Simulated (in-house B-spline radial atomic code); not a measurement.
Configurations of F5+, with energies counted from [He] 2s2. Level of theory: scalar-relativistic (X2C) B97-1, spin-polarised, spherical fractional occupations, Fermi nucleus of rms radius 2.8976 fm; calculated with an all-electron radial atomic-structure program (B-spline basis). Caution: exact exchange at fractional occupations of open shells leaves self-interaction of up to several eV. Shells without spins written out take the highest spin.

| configuration | E - E(ref) (eV) | highest orbital | its <r> (bohr) |
| --- | --- | --- | --- |
| [He] 2s(1 up, 0 down) 2p(1 up, 0 down) | 13.577 | 2p up | 0.7325 |
| [He] 2s(1 up, 0 down) 3p(0 up, 1 down) | 97.304 | 3p down | 1.923 |
| [He] 2s1 3d1 | 100.17 | 3d up | 1.666 |

Question: Order these further configurations by energy, lowest first.
A. [He] 2s1 3p1
B. [He] 2s(1 up, 0 down) 3s(1 up, 0 down)
C. [He] 2s(0 up, 1 down) 3d(1 up, 0 down)

Answer: B (91.298 eV), A (96.721 eV), C (101.43 eV).
